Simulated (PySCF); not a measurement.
**Question.** What does the PBE0-D3(BJ)/def2-SVP structure of InChI=1S/C9H8/c1-2-6-9-7-4-3-5-8-9/h3-5,7-8H,1H3/q+1 look like in three dimensions? (Charge +1 and doublet state.)

**Answer.** 
```
atom  x, y, z in Å
C1     3.772    0.695   -0.467
C2     2.367    0.446   -0.343
C3     1.155    0.224   -0.238
C4    -0.203   -0.027   -0.122
C5    -1.131    1.063   -0.044
C6    -2.476    0.802    0.069
C7    -2.929   -0.534    0.105
C8    -2.030   -1.618    0.030
C9    -0.681   -1.378   -0.083
H10    4.005    1.769   -0.420
H11    4.320    0.160    0.329
H12    4.135    0.286   -1.428
H13   -0.751    2.085   -0.075
H14   -3.195    1.621    0.129
H15   -4.000   -0.733    0.194
H16   -2.409   -2.641    0.061
H17    0.039   -2.196   -0.143
```

Any rigid rotation of these coordinates is as good. Atoms count from 1 in this order. C4 (carbon bonded to 3 C) is planar (angles 120.1°, 120.0° and 119.9°, sum 360.0°, 0.00 Å off the plane of its three neighbours). C9 (carbon bonded to 2 C and H) is planar (angles 121.4°, 119.6° and 119.0°, sum 360.0°, 0.00 Å off the plane of its three neighbours). C7 (carbon bonded to 2 C and H) is planar (angles 121.5°, 119.3° and 119.3°, sum 360.0°, 0.00 Å off the plane of its three neighbours). C8 (carbon bonded to 2 C and H) is planar (angles 120.4°, 119.9° and 119.7°, sum 360.0°, 0.00 Å off the plane of its three neighbours).

Bonds between heavy atoms (Å): C1–C2 1.433, C2=C3 1.236, C3–C4 1.386, C4–C5 1.434, C5–C6 1.375, C6–C7 1.411, C7–C8 1.411, C8–C9 1.375, C4–C9 1.433.

Level of theory: PySCF 2.14.0, PBE0-D3(BJ)/def2-SVP geometry optimisation, gas phase.

Point group: near Cs, missed by 0.14 Å at most; the miss may be what the optimiser left on a soft mode. Not checked by PBE0-D3(BJ)/def2-SVP frequencies. ⟨S²⟩ = 0.771 (exact for a doublet: 0.75).
